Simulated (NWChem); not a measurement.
System: C4H4N, doublet; SMILES [c]1cc[nH]c1

Excerpt of the output:

```
             Northwest Computational Chemistry Package (NWChem) 7.3.0
             --------------------------------------------------------

 CS  symmetry detected

                             Geometry "geometry" -> ""
                             -------------------------

 Output coordinates in angstroms (scale by  1.889725989 to convert to a.u.)

  No.       Tag          Charge          X              Y              Z
 ---- ---------------- ---------- -------------- -------------- --------------
    1 C                    6.0000    -1.24331850    -0.10110789     0.00000000
    2 C                    6.0000    -0.55300664     1.08138407     0.00000000
    3 N                    7.0000     0.78531872     0.72527270     0.00000000
    4 C                    6.0000     0.90929615    -0.64390538     0.00000000
    5 C                    6.0000    -0.35873667    -1.20197989     0.00000000
    6 H                    1.0000    -0.86847979     2.11329870     0.00000000
    7 H                    1.0000     1.55812955     1.37405827     0.00000000
    8 H                    1.0000     1.88289507    -1.11427421     0.00000000
    9 H                    1.0000    -0.59518182    -2.25633709     0.00000000

 Effective nuclear repulsion energy (a.u.)     152.2527097922

      Symmetry information
      --------------------

 Group name             Cs
 Group number              2
 Group order               2
 No. of unique centers     9

                                 NWChem DFT Module
                                 -----------------

 Summary of "ao basis" -> "ao basis" (spherical)
 ------------------------------------------------------------------------------
       Tag                 Description            Shells   Functions and Types
 ---------------- ------------------------------  ------  ---------------------
 C                          def2-svp                 6       14   3s2p1d
 N                          def2-svp                 6       14   3s2p1d
 H                          def2-svp                 3        5   2s1p

      Symmetry analysis of basis
      --------------------------

        a'         66
        a"         24

            General Information
            -------------------
          SCF calculation type: DFT
          Wavefunction type:  spin polarized.
          No. of atoms     :     9
          No. of electrons :    35
           Alpha electrons :    18
            Beta electrons :    17
          Charge           :     0
          Spin multiplicity:     2
          Use of symmetry is: on ; symmetry adaption is: on
          Maximum number of iterations: 150
          AO basis - number of functions:    90
                     number of shells:    42
          Convergence on energy requested:  1.00D-06
          Convergence on density requested:  1.00D-05
          Convergence on gradient requested:  5.00D-04

              XC Information
              --------------
                      r^2SCAN Method XC Functional
               r^2SCAN metaGGA Exchange Functional  1.000
                     r^2SCAN Correlation Potential  1.000

             Grid Information
             ----------------
          Grid used for XC integration:  coarse
          Radial quadrature: Mura-Knowles
          Angular quadrature: Lebedev.
          Tag              B.-S. Rad. Rad. Pts. Rad. Cut. Ang. Pts.
          ---              ---------- --------- --------- ---------
          C                   0.70       35           9.0       302
          N                   0.65       35           9.0       302
          H                   0.35       35          11.0       302
          Grid pruning is: on
          Number of quadrature shells:   315
          Spatial weights used:  Erf1

      Superposition of Atomic Density Guess
      -------------------------------------

 Sum of atomic energies:        -206.74053975

      Non-variational initial energy
      ------------------------------

 Total energy =    -210.138448
 1-e energy   =    -578.763950
 2-e energy   =     216.372792
 HOMO         =      -0.213062
 LUMO         =       0.052149

   Symmetry analysis of molecular orbitals - initial alpha
   -------------------------------------------------------

  Numbering of irreducible representations:

     1 a'          2 a"

  Orbital symmetries:

     1 a'          2 a'          3 a'          4 a'          5 a'
     6 a'          7 a'          8 a'          9 a'         10 a'
    11 a'         12 a"         13 a'         14 a'         15 a'
    16 a"         17 a"         18 a'         19 a"         20 a"
    21 a'         22 a'         23 a'         24 a'         25 a'
    26 a'         27 a'         28 a'

   Symmetry analysis of molecular orbitals - initial beta
   ------------------------------------------------------

  Numbering of irreducible representations:

     1 a'          2 a"

  Orbital symmetries:

     1 a'          2 a'          3 a'          4 a'          5 a'
     6 a'          7 a'          8 a'          9 a'         10 a'
    11 a'         12 a"         13 a'         14 a'         15 a'
    16 a"         17 a"         18 a'         19 a"         20 a"
    21 a'         22 a'         23 a'         24 a'         25 a'
    26 a'         27 a'         28 a'

     ---------------------------------------------
      Total Density - Mulliken Population Analysis
     ---------------------------------------------

    Atom       Charge   Shell Charges
 -----------   ------   -------------------------------------------------------
    1 C    6     6.10   1.99  1.02  0.37  1.79  0.89  0.04
    2 C    6     6.00   1.99  0.95  0.28  1.93  0.80  0.05
    3 N    7     7.22   1.99  1.00  0.42  2.37  1.41  0.02
    4 C    6     5.90   1.99  0.95  0.27  1.89  0.76  0.05
    5 C    6     6.30   1.99  0.97  0.32  2.05  0.93  0.04
    6 H    1     0.91   0.67  0.21  0.02
    7 H    1     0.76   0.60  0.12  0.04
    8 H    1     0.91   0.67  0.22  0.02
    9 H    1     0.90   0.67  0.21  0.03

     --------------------------------------------
      Spin Density - Mulliken Population Analysis
     --------------------------------------------

    Atom       Charge   Shell Charges
 -----------   ------   -------------------------------------------------------
    1 C    6     0.79   0.00  0.05  0.13  0.40  0.21  0.00
    2 C    6     0.04   0.00  0.02 -0.00  0.03 -0.01  0.01
    3 N    7     0.04   0.00  0.01 -0.00  0.02  0.01  0.00
    4 C    6     0.05   0.00  0.01 -0.00  0.03  0.02  0.00
    5 C    6     0.04   0.00  0.01 -0.01  0.04 -0.00  0.01
    6 H    1     0.00   0.00 -0.00  0.00
    7 H    1     0.02   0.01  0.01  0.00
    8 H    1     0.02   0.01  0.01  0.00
    9 H    1     0.01   0.01  0.00  0.00

   convergence    iter        energy       DeltaE   RMS-Dens  Diis-err
 ---------------- ----- ----------------- --------- --------- ---------
 d= 0,ls=0.0,diis     1   -209.1496109099 -3.61D+02  5.56D-03  9.05D-02
                                                     4.46D-03  8.89D-02
 d= 0,ls=0.0,diis     2   -209.1681491061 -1.85D-02  4.22D-03  6.12D-02
                                                     3.73D-03  5.68D-02
 d= 0,ls=0.0,diis     3   -209.1732273100 -5.08D-03  1.87D-03  5.29D-02
                                                     1.81D-03  5.28D-02
 d= 0,ls=0.0,diis     4   -209.2023815306 -2.92D-02  2.92D-04  6.33D-04
                                                     2.25D-04  4.96D-04
 d= 0,ls=0.0,diis     5   -209.2025579211 -1.76D-04  1.11D-04  2.52D-04
                                                     1.52D-04  3.11D-04
  Resetting Diis
 d= 0,ls=0.0,diis     6   -209.2027030419 -1.45D-04  8.14D-05  2.03D-05
                                                     5.70D-05  1.21D-05
 d= 0,ls=0.0,diis     7   -209.2027146379 -1.16D-05  8.93D-05  1.13D-05
                                                     1.04D-04  1.47D-05
 d= 0,ls=0.0,diis     8   -209.2026968366  1.78D-05  6.93D-05  5.55D-05
                                                     5.93D-05  4.80D-05
 d= 0,ls=0.0,diis     9   -209.2027274162 -3.06D-05  1.68D-05  4.89D-07
                                                     2.48D-05  1.04D-06
 d= 0,ls=0.0,diis    10   -209.2027289136 -1.50D-06  2.77D-05  9.81D-07
                                                     2.24D-05  5.06D-07
 d= 0,ls=0.0,diis    11   -209.2027300629 -1.15D-06  3.53D-06  6.14D-08
                                                     3.60D-06  5.99D-08
 d= 0,ls=0.0,diis    12   -209.2027301053 -4.24D-08  1.78D-06  9.65D-09
                                                     2.54D-06  1.70D-08

         Total DFT energy =     -209.202730105279
      One electron energy =     -582.519851623544
           Coulomb energy =      250.973041154624
    Exchange-Corr. energy =      -29.908629428555
 Nuclear repulsion energy =      152.252709792196

 Numeric. integr. density =       34.999980080183

                  Occupations of the irreducible representations
                  ----------------------------------------------

[...]

                         DFT ENERGY GRADIENTS

    atom               coordinates                        gradient
                 x          y          z           x          y          z
   1 C      -2.349531  -0.191066   0.000000    0.000915   0.004283   0.000000
   2 C      -1.045031   2.043520   0.000000   -0.006441   0.002255   0.000000
   3 N       1.484037   1.370567   0.000000    0.005721   0.004020   0.000000
   4 C       1.718321  -1.216805   0.000000    0.001876  -0.006595   0.000000
   5 C      -0.677914  -2.271413   0.000000    0.003294  -0.004093   0.000000
   6 H      -1.641189   3.993555   0.000000    0.001615  -0.006096   0.000000
   7 H       2.944438   2.596594   0.000000   -0.002619  -0.002236   0.000000
   8 H       3.558156  -2.105673   0.000000   -0.005340   0.002650   0.000000
   9 H      -1.124731  -4.263859   0.000000    0.000979   0.005812   0.000000
```

Level: r2SCAN/def2-SVP, spin-unrestricted. In the optimisation the excess spin sits in a' (Cs, its own frame). Structure relaxed at the B3LYP/6-31G* (spherical d), spin-unrestricted level. No stability test was run on the SCF state.

Task: Reconstruct the input file.

Result: One answer among several that fit: the input that was run:
```
start job
memory heap 200 mb stack 900 mb global 1100 mb
geometry units angstroms noautoz
  C     -1.238438    -0.172144     0.000000
  C     -0.616350     1.047620     0.000000
  N      0.740029     0.768038     0.000000
  C      0.941513    -0.591897     0.000000
  C     -0.292803    -1.221038     0.000000
  H     -0.989880     2.059967     0.000000
  H      1.474773     1.459638     0.000000
  H      1.940238    -1.006252     0.000000
  H     -0.469028    -2.287115     0.000000
end
basis spherical
  * library def2-svp
end
dft
  odft
  mult 2
  xc r2scan
  grid coarse
  iterations 150
  mulliken
end
task dft gradient
```
